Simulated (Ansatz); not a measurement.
Total energies of `C[S][Al]([CH3])[Cl]`.

```xyz
11

C     0.167    2.493   -0.109
S     1.116    0.958   -0.356
Al   -0.276   -0.637    0.098
C     0.243   -2.497   -0.015
Cl   -2.233   -0.106    0.675
H     0.133    3.034   -1.053
H    -0.848    2.288    0.227
H     0.681    3.097    0.636
H    -0.386   -3.031   -0.733
H     0.118   -2.992    0.952
H     1.285   -2.606   -0.324
```

Total charge 0; spin multiplicity 1. The structure was optimised at the PBE0-D4/def2-TZVP level. It is one conformer, not always the lowest. Basis def2-TZVPP, Ansatz 0.2.0.

RPA on PBE orbitals: Hartree–Fock energy of these orbitals -1178.31656 Eh, correlation -1.34612 Eh (frozen core).

| functional | kind | energy without D4 (Eh) | D4 term (kJ/mol) |
| --- | --- | --- | --- |
| PBE | GGA | -1180.22359 | -25.5 |
| BLYP | GGA | -1180.78269 | -54.4 |
| r2SCAN | meta-GGA | -1180.70523 | -6.3 |
| B97M-V | meta-GGA with VV10 | -1180.56400 | – |
| PBE0 | global hybrid, 25 % exact exchange | -1180.33384 | -22.0 |
| B3LYP | global hybrid, 20 % | -1180.89769 | -41.3 |
| r2SCANh | meta-GGA hybrid, 10 % | -1180.69778 | -6.9 |
| r2SCAN0 | meta-GGA hybrid, 25 % | -1180.68765 | -7.6 |
| HSE06 (plane-wave form) | screened hybrid | -1180.30765 | -20.7 |
| CAM-B3LYP | range-separated hybrid | -1180.81758 | -22.8 |
| LC-ωPBE | long-range corrected hybrid | -1180.46567 | – |
| ωB97M-V | range-separated hybrid meta-GGA with VV10 | -1180.72906 | – |
| B2PLYP | double hybrid | -1180.38696 | – |
| PBE-QIDH | double hybrid | -1180.06844 | – |

Task: Give the same for LDA (SPW92), revPBE, BHLYP, ωB97X-V. (Estimate.)

Result: Computed: 
```csv
functional,kind,energy without D4 (Eh),D4 term (kJ/mol)
LDA (SPW92),LDA,-1176.16081,–
revPBE,GGA,-1180.59937,-68.6
BHLYP,"global hybrid, 50 %",-1180.78625,-34.5
ωB97X-V,range-separated hybrid GGA with VV10,-1180.64691,–
```

B3LYP takes the VWN-RPA correlation (the form of Gaussian; ORCA's B3LYP/G). HSE06 is the plane-wave form, built on full-range PBE exchange. The double hybrids freeze the cores in their second-order part.

LC-ωPBE has ω = 0.4 bohr⁻¹.
